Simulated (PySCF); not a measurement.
Method: PBE-D3(BJ)/def2-TZVP // B3LYP-D3(BJ)/def2-TZVP (PySCF). Isolated molecules, 0 K electronic values unless said otherwise. One relaxed conformer stands for a flexible species; it need not be the lowest. Excitations are Tamm–Dancoff values on a coarser integration grid. The basis has no diffuse functions, so Rydberg states are missing or too high.

Reference species (SMILES): `F[Si](O)(F)F` (neutral, multiplicity 1).

| Quantity | Result |
|---|---|
| LUMO | -0.78 eV |
| HOMO | -8.80 eV |
| T1 excitation (TDA) | 7.77 eV |
| HOMO–LUMO gap | 8.02 eV |

Changed species: `O[Si](O)(F)F` (H–O–Si–F torsion 43°, F–Si–O–H torsion 85°) (2 of 4 F replaced by OH; the reference has 1 of 4 F replaced by OH).

Task: What does the change do to the LUMO, HOMO, T1 excitation (TDA) and HOMO–LUMO gap?

Result: the LUMO rises by 0.10 eV, to -0.68 eV; the HOMO goes up by 0.51 eV, to -8.29 eV; the T1 excitation (TDA) decreases by 0.33 eV, to 7.44 eV; the HOMO–LUMO gap drops by 0.41 eV, to 7.61 eV.
